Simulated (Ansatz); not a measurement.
## Swapping H for I on C: the mean C–I bond length

Gas-phase molecules. On one C centre, n of the H ligands are replaced by I. The mean C–I bond length y in Å at PBE0-D4/def2-TZVP. The shapes are optimised at that level. Programs: Ansatz 0.2.0.

```
molecule  n  y (Å)
    CH3I  1  2.129
   CH2I2  2  2.122
    CHI3  3      ?
     CI4  4  2.149
```

Problem. Fit y = c + s·n to the known rows and predict CHI3.

Solution. 
1. Means of the 3 rows: n = 2.33333, y = 2.1333.
2. Σ(Δn)² = 4.6667, Σ(Δn·Δy) = 0.035667, so the slope is 0.035667/4.6667 = 0.0076429.
3. Intercept: 2.1333 − (0.0076429) × 2.33333 = 2.1155. The largest residual of the fit is 0.0088.
4. CHI3: 2.1155 + (0.0076429) × 3 = 2.138 Å.

The run gave 2.129 Å, so the prediction is off by +0.009 Å, about the largest residual. The step per swap changes from -0.007 to +0.020 Å along the series, so a line misses the bend. For atoms past krypton def2 sets carry core potentials with scalar relativity. The series isn't monotonic at this level.
